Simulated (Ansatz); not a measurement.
Species: H3SiO, charge 0, doublet. H3SiO (SMILES O[SiH2], doublet).
B3LYP-D3(BJ)/def2-TZVP minimum from Ansatz (a quantum-chemistry and plane-wave program):
```
Si
O 1 1.6585
H 2 0.9610 1 118.01
H 1 1.4847 2 105.38 3 -170.62
H 1 1.4946 4 110.37 2 -119.93
```
Charge 0, spin multiplicity 2.

Hartree-Fock and CCSD correlation energies in hartree (Ansatz). UHF or UKS for unpaired electrons; spin-orbit terms are left out. Cores are frozen in correlated methods. No relativity.

| basis | X | E(HF) | E(corr, CCSD) |
|---|---|---|---|
| cc-pV(T+d)Z | 3 | -365.58688 | -0.37146 |
| cc-pV(Q+d)Z | 4 | -365.59778 | -0.39565 |
| cc-pV(5+d)Z | 5 | -365.60018 | withheld |

Q: Fit E(corr) = E∞ + A/X³ to X = 3 and 4, predict X = 5, and compare with the run.

A: A = (-0.37146 - (-0.39565))/(1/27 - 1/64) = 1.1297; E∞ = -0.39565 - A/64 = -0.41330; at X = 5, E∞ + A/125 = -0.40426. The run gave -0.40396, 0.30 mEh above the prediction. The same form on X = 4 and 5 gives E∞ = -0.41268, 0.62 mEh above the first estimate.
